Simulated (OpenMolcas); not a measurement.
**B, Al, Ga, In, Tl: ns2 np down the group**

| Property | Result |
| --- | --- |
| Program | OpenMolcas |
| Method | RASSCF |
| Basis | ANO-R2 |
| Scalar Hamiltonian | X2C, finite nucleus |
| Spin-orbit coupling | RASSI with atomic mean-field integrals over the reference wave functions, term energies averaged over their components |

Active space for each ion: 3 electrons in 9 orbitals (RAS2 s p; RAS3 d, at most 2 electrons).

Computed levels in cm-1 above 2P* 1/2:

| Level | B | Al | Ga | In | Tl |
| --- | --- | --- | --- | --- | --- |
| 2P* 3/2 | 14.3 | 109 | 794 | 2094 | 7082 |
| weight of 2P* in the lowest level (%) | 100 | 100 | 100 | 100 | 100 |

Measured, with the error of the calculation in %. Measured levels: B, Al, Ga, In, Tl from NIST Handbook of Basic Atomic Spectroscopic Data.

```csv
Level,B,Al,Ga,In,Tl
2P* 3/2,15.3 (-6.6),112 (-3.1),826 (-3.9),2213 (-5.3),7793 (-9.1)
```

The fine-structure level 2P* 3/2 changes by a factor of 495 from B to Tl.

Without dynamic correlation excited terms often stand tens of per cent too high (terms of higher spin than the ground term too low), and those without a measured partner can miss by more than the paired ones (holds for B; Al; Ga; In). Active for correlation alone: 3d; no level in the range computed is led by a configuration that fills it, so any true level of that kind is missing (holds for B; Al). Some high roots are left out of the spin-orbit mixing, which shifts the levels that they would mix with (holds for Ga; In; Tl). Active for correlation alone: 4d; no level in the range computed is led by a configuration that fills it, so any true level of that kind is missing (holds for Ga). Active for correlation alone: 5d; no level in the range computed is led by a configuration that fills it, so any true level of that kind is missing (holds for In). Active for correlation alone: 6d; no level in the range computed is led by a configuration that fills it, so any true level of that kind is missing (holds for Tl). Computed and measured levels are paired by configuration, term and J; levels that our copy of the source lacks, or whose pairing is in doubt (as where it misses far off the trend of its configuration), stay unpaired and out of the deviations. Levels of configurations outside the active space are missing.

* marks odd parity.
